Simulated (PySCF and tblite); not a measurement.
The numbers below are computed, except where a source is named.
System: C₅H₉NS, numbered as in [CH3:1][C:2](=[S:3])/[CH:4]=[C:5](/[CH3:6])[NH2:7].

For the rotation about the C2–C4 bond (torsion C1–C2–C4–C5 from -180° to -3°, rising): electronic barrier 19.32 kcal/mol, zero-point change 0.02 kcal/mol, thermal and entropy terms at 298.15 K a further 0.38 kcal/mol (symmetry numbers apart). The minimum is Cs, the saddle C1. Geometries: GFN2-xTB; energies: PBE0/pcSseg-1 + D3(BJ); zero-point and thermal terms from GFN2-xTB harmonic modes (soft modes blended into free rotors). Rates follow Eyring's equation with the number of equivalent paths and no tunnelling. (PySCF 2.14 with density fitting, tblite 0.8.)

How many equivalent paths lead out of the minimum?

2: the symmetry number of the minimum is 1, that of the saddle displaced along its mode 1, and the displaced saddle is chiral while the minimum is not, which doubles the count.

Work out the rate at 298.15 K.

ΔG‡ = 19.72 kcal/mol; k_B T/h = 6.2×10¹² s⁻¹; exp(−ΔG‡/RT) = 3.5×10⁻¹⁵; times 2 gives k = 0.043 s⁻¹. Wigner's tunnelling factor for the 114i cm⁻¹ mode would be 1.01.
